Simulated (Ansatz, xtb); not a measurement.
Ranking isomers of BF3H2Si

6 gas-phase structures of BF3H2Si, found in a search over its isomers (lower ones may exist). Each was relaxed with GFN2-xTB; where two conformers were screened, the lower at r2SCAN-D4/def2-SVP is listed:

A. `F[SiH2]B(F)F`, a singlet
B. `F[B-](F)(F)[SiH2+]`, a singlet
C. `F[BH2-][Si+](F)F`, a singlet
D. `B[Si](F)(F)F`, a singlet
E. `F[SiH+][BH-](F)F`, a singlet
F. `FB[SiH](F)F`, a singlet

Question: Estimate their order in r2SCAN-D4/def2-SVP energy at these geometries, lowest first.

Answer: Calculated order at r2SCAN-D4/def2-SVP: A (0.0), F (12.4), D (12.8), B (35.8), C (37.8), E (40.7) kcal/mol. Less than 1 kcal/mol parts F and D, so the order within that pair means little. CCSD(T)/def2-SVP + ΔMP2/def2-TZVPP after further relaxation puts D lowest instead.

Energies above the lowest of each column, in kcal/mol; the last columns are at PBE0-D3(BJ)/def2-SVP geometries and were run for some of them only (a dash: not run or not comparable):

| structure | GFN2-xTB | HF/STO-3G | r2SCAN-D4/def2-SVP | PBE0-D3(BJ)/def2-SVP | CCSD(T)/def2-SVP + ΔMP2/def2-TZVPP |
| --- | --- | --- | --- | --- | --- |
| A | 9.1 | 0.0 | 0.0 | 0.0 | 1.1 |
| F | 3.6 | 32.5 | 12.4 | 11.7 | 6.2 |
| D | 0.0 | 58.3 | 12.8 | 12.9 | 0.0 |
| B | 36.9 | 43.1 | 35.8 | – | – |
| C | 16.8 | 65.7 | 37.8 | – | – |
| E | 24.7 | 58.4 | 40.7 | – | – |

CCSD(T)/def2-SVP + ΔMP2/def2-TZVPP puts D lowest of those it was run on; HF/STO-3G picks A, r2SCAN-D4/def2-SVP picks A, PBE0-D3(BJ)/def2-SVP picks A. CCSD(T)/def2-SVP + ΔMP2/def2-TZVPP orders those it was run on as D (0.0), A (1.1), F (6.2) kcal/mol. Some further structures that were screened fall inside this span and aren't listed. Flexible structures stand in one conformer each, not always the lowest. Frequencies (PBE0-D3(BJ)/def2-SVP) were run for A, D, F alone. The ΔMP2 step shifts differences by up to 11.5 kcal/mol, which makes them less sure. ΔMP2 is the change of the MP2 energy from the smaller to the larger basis.

Over these structures GFN2-xTB departs from r2SCAN-D4/def2-SVP by 8.8 kcal/mol on average once a common shift is removed. A GFN2-xTB relaxation took about 0.099 s and the r2SCAN-D4/def2-SVP energy about 1.2 s on a shared host (Ansatz 0.2.0, xtb 6.7.1).
